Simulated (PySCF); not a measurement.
# Steps of a relaxation of [Er(H2O)3]3+

[Er(H2O)3]3+ (singlet in the valence; each metal's 4f electrons, 11 of them, lie in its core potential, out of spins and levels; a saddle point, relaxed within its symmetry). PySCF 2.14.0, RKS TPSS, Er lcecp-1-SVP with ECP57, O def2-SVP, H def2-SVP; non-relativistic Hamiltonian with scalar-relativistic core potentials where named; density fitting; no spin-orbit coupling. Origin of the start: template. Columns: position (Å) and force (eV/Å). Energies are counted from the last step; some of the 6 steps are shown. Forces carry noise of the integration grid, about 0.01 to 0.03 eV/Å.

Run from Python with OMP_NUM_THREADS=2. Where DIIS fails, smearing, a level shift and second-order steps follow.
It took 31 s on 2 threads of Intel(R) Xeon(R) 6975P-C (Granite Rapids) (shared host), from the converged density of the start.

```xyz
10
step 0  E = 0.495 eV
Er    0.0000    0.0000    0.0000     0.00    0.00    0.00
O     2.4225    0.0000    0.0000    -2.71    0.00    0.00
H     3.0125    0.0000    0.7700     0.70    0.00    0.89
H     3.0125    0.0000   -0.7700     0.70    0.00   -0.89
O    -1.2112    2.0979    0.0000     1.35   -2.34    0.00
H    -1.5063    2.6089    0.7700    -0.35    0.61    0.89
H    -1.5063    2.6089   -0.7700    -0.35    0.61   -0.89
O    -1.2112   -2.0979    0.0000     1.35    2.34    0.00
H    -1.5062   -2.6089    0.7700    -0.35   -0.61    0.89
H    -1.5062   -2.6089   -0.7700    -0.35   -0.61   -0.89
```

```xyz
10
step 2  E = 0.053 eV
Er    0.0000    0.0000    0.0000     0.00    0.00    0.00
O     2.2887    0.0000    0.0000     0.22    0.00    0.00
H     2.9262    0.0000    0.7818    -0.36    0.00   -0.27
H     2.9262    0.0000   -0.7818    -0.36    0.00    0.27
O    -1.1443    1.9820    0.0000    -0.11    0.19    0.00
H    -1.4631    2.5341    0.7818     0.18   -0.31   -0.27
H    -1.4631    2.5341   -0.7818     0.18   -0.31    0.27
O    -1.1443   -1.9821    0.0000    -0.11   -0.19    0.00
H    -1.4631   -2.5341    0.7818     0.18    0.31   -0.27
H    -1.4631   -2.5341   -0.7818     0.18    0.31    0.27
```

```xyz
10
step 3  E = 0.009 eV
Er    0.0000    0.0000    0.0000     0.00    0.00    0.00
O     2.2425    0.0000    0.0000     0.45    0.00    0.00
H     2.8782    0.0000    0.7793    -0.24    0.00   -0.16
H     2.8782    0.0000   -0.7793    -0.24    0.00    0.16
O    -1.1212    1.9420    0.0000    -0.22    0.39    0.00
H    -1.4391    2.4926    0.7793     0.12   -0.21   -0.16
H    -1.4391    2.4926   -0.7793     0.12   -0.21    0.16
O    -1.1212   -1.9420    0.0000    -0.22   -0.39    0.00
H    -1.4391   -2.4926    0.7793     0.12    0.21   -0.16
H    -1.4391   -2.4926   -0.7793     0.12    0.21    0.16
```

**Question.** Where does the relaxation end?

**Answer.** It converges at step 5 in D3h:
```xyz
10
step 5  E = 0
Er    0.0000    0.0000    0.0000
O     2.2418    0.0000    0.0000
H     2.8651    0.0000    0.7799
H     2.8651    0.0000   -0.7799
O    -1.1209    1.9415    0.0000
H    -1.4325    2.4812    0.7799
H    -1.4325    2.4812   -0.7799
O    -1.1209   -1.9415    0.0000
H    -1.4325   -2.4812    0.7799
H    -1.4325   -2.4812   -0.7799
```

**Question.** How did the contacts change?

**Answer.** 
```json
{"contact": "Er1–O2 (H2O)", "start (Å)": "2.422", "end (Å)": "2.242"}
{"contact": "Er1–O5 (H2O)", "start (Å)": "2.422", "end (Å)": "2.242"}
{"contact": "Er1–O8 (H2O)", "start (Å)": "2.422", "end (Å)": "2.242"}
```


An lcecp potential fixes the number of 4f electrons, so in runs with it no electron can move into or out of that shell.
